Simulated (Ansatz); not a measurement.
The same molecule with X = O, S, Se. Ansatz, PBE0-D4/def2-TZVP geometries, multiplicity 1.

Scalar relativity is left out up to krypton.

```
 X           molecule  mean X–C bond length / Å  HOMO energy (ωB97M-V/def2-TZVPP) / eV  LUMO energy (PBE0/def2-TZVPP) / eV  zero-point energy (PBE0-D4/def2-TZVP) / kJ/mol
 S     `S=[CH][GeH3]`                     1.607                                  -8.58                               -2.67                                           102.5
Se  `[GeH3][CH]=[Se]`                     1.750                                  -8.39                               -2.91                                           100.9
```

(1) Give the row for X = O, `O=[CH][GeH3]`. (An estimate is asked.)

Answers

(1) The calculation gave: 
| X | molecule | mean X–C bond length / Å | HOMO energy (ωB97M-V/def2-TZVPP) / eV | LUMO energy (PBE0/def2-TZVPP) / eV | zero-point energy (PBE0-D4/def2-TZVP) / kJ/mol |
| --- | --- | --- | --- | --- | --- |
| O | `O=[CH][GeH3]` | 1.199 | -9.34 | -1.50 | 106.7 |

From O to Se the mean X–C bond length rises at each step, by 0.551 Å in all; the HOMO energy (ωB97M-V/def2-TZVPP) rises at each step, by 0.95 eV in all; the LUMO energy (PBE0/def2-TZVPP) falls at each step, by 1.41 eV in all; the zero-point energy (PBE0-D4/def2-TZVP) falls at each step, by 5.8 kJ/mol in all. Bonds lengthen as the atom grows down the group.

Spin–orbit coupling is left out; it splits and shifts lone-pair levels of the heavy atoms by tenths of an eV.
